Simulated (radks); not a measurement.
Computed order of ionisation of sulfur. At each step one electron was removed from each of the four highest sub-shells of the ion before, moves of one valence electron (up to charge 6) and the configuration listed by NIST were tried, and the lowest configuration was kept. All-electron calculation, scalar-relativistic Kohn-Sham, BLYP, spin-polarised, spherical densities, finite nucleus; Fermi nuclear charge, rms radius of each element as measured or else 0.836 A^(1/3) + 0.57 fm. Program: a radial shooting solver on a logarithmic mesh with Libxc functionals. Open shells are filled with parallel spins first.

species  lowest configuration found  NIST configuration  margin to the next tried (eV)  IE (eV)  NIST IE (eV)       kind
S                      [Ne] 3s2 3p4                same                         10.144   10.287        10.360       exp.
S+                     [Ne] 3s2 3p3                same                         10.682   23.066        23.338       exp.
S2+                    [Ne] 3s2 3p2                same                          7.868   34.728         34.86  semi-emp.
S3+                    [Ne] 3s2 3p1                same                          9.019   47.145         47.22  semi-emp.
S4+                        [Ne] 3s2                same                         10.540   72.657        72.595       exp.
S5+                        [Ne] 3s1                same                         13.000   89.162        88.053       exp.
S6+                            [Ne]                same                         169.58   281.54        280.95       exp.
S7+                    [He] 2s2 2p5                same                         52.560   329.47        328.79       exp.
S8+                    [He] 2s2 2p4                same                         50.177   378.86         379.8  semi-emp.
S9+                    [He] 2s2 2p3                same                         47.453   449.39         447.7  semi-emp.
S10+                   [He] 2s2 2p2                same                         23.199   506.52         504.6  semi-emp.
S11+                   [He] 2s2 2p1                same                         22.728   564.48        564.41  semi-emp.
S12+                       [He] 2s2                same                         23.640   649.19         652.0  semi-emp.
S13+                       [He] 2s1                same                         2412.6   708.96        706.99     theory

Reference values: NIST Atomic Spectra Database (exp. = measured, semi-emp. = semi-empirical, theory = theoretical value adopted there). Open shells are spherical and high-spin; term and fine-structure splittings are not resolved.
